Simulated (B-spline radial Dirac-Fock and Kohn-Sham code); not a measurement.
Pm: computed levels beside tabulated edges

Calculated with a radial atomic solver, using Dirac-Fock ΔSCF + Breit + QED. Correlation and solid-state effects are left out.

Input file task.json (cfg lists n, l and occupation; rrms is the nuclear radius in fm):

```json
{"items": [{
  "Z": 61,
  "q": 0,
  "cfg": [[1, 0, 2], [2, 0, 2], [2, 1, 6], [3, 0, 2], [3, 1, 6], [3, 2, 10], [4, 0, 2], [4, 1, 6], [4, 2, 10], [4, 3, 5], [5, 0, 2], [5, 1, 6], [6, 0, 2]],
  "A": 145,
  "rrms": 4.962,
  "do": ["binding"],
  "screen": [5, 2]
}]}
```

Run with: `python xray_run.py task.json out`

Two models are given for 1s2 2s2 2p6 3s2 3p6 3d10 4s2 4p6 4d10 4f5 5s2 5p6 6s2. In the first the electron is removed to infinity. In the second it is placed in the 5d shell, so that the atom stays neutral; this mimics a hole screened by valence charge, or the onset of absorption below the ionisation limit. The tabulated edges (Elam, Ravel and Sieber, Radiat. Phys. Chem. 63, 121 (2002)) refer to the element in its standard state, with the Fermi level as zero for a metal.

| level | ionised (eV) | screened (eV) | tabulated (eV) | ionised − table | screened − table |
| --- | --- | --- | --- | --- | --- |
| K (1s) | 45187.1 | 45181.6 | 45184.0 | +3.1 | -2.4 |
| L1 (2s) | 7437.5 | 7431.9 | 7428.0 | +9.5 | +3.9 |
| L2 (2p1/2) | 7017.8 | 7012.3 | 7013.0 | +4.8 | -0.7 |
| L3 (2p3/2) | 6464.3 | 6458.7 | 6459.0 | +5.3 | -0.3 |
| M1 (3s) | 1657.2 | 1651.7 | 1650.0 | +7.2 | +1.7 |
| M2 (3p1/2) | 1478.0 | 1472.5 | 1471.4 | +6.6 | +1.1 |
| M3 (3p3/2) | 1364.7 | 1359.2 | 1357.0 | +7.7 | +2.2 |
| M4 (3d3/2) | 1057.0 | 1051.4 | 1052.0 | +5.0 | -0.6 |
| M5 (3d5/2) | 1033.1 | 1027.6 | 1027.0 | +6.1 | +0.6 |
| N1 (4s) | 345.4 | 339.9 | 331.0 | +14.4 | +8.9 |
| N2 (4p1/2) | 275.7 | 270.2 | 242.0 | +33.7 | +28.2 |
| N3 (4p3/2) | 251.2 | 245.6 | 242.0 | +9.2 | +3.6 |
| N4 (4d3/2) | 135.2 | 129.7 | 120.0 | +15.2 | +9.7 |
| N5 (4d5/2) | 130.9 | 125.4 | 120.0 | +10.9 | +5.4 |
| O1 (5s) | 49.74 | 44.28 | 38.00 | +11.7 | +6.3 |
| O2 (5p1/2) | 28.80 | 23.68 | 22.00 | +6.8 | +1.7 |
| O3 (5p3/2) | 25.53 | 20.48 | 22.00 | +3.5 | -1.5 |

The screened model lies closer: the mean absolute deviations are 9.5 eV (ionised) and 4.6 eV (screened). Screening lowers the levels by 5.5 eV on average.
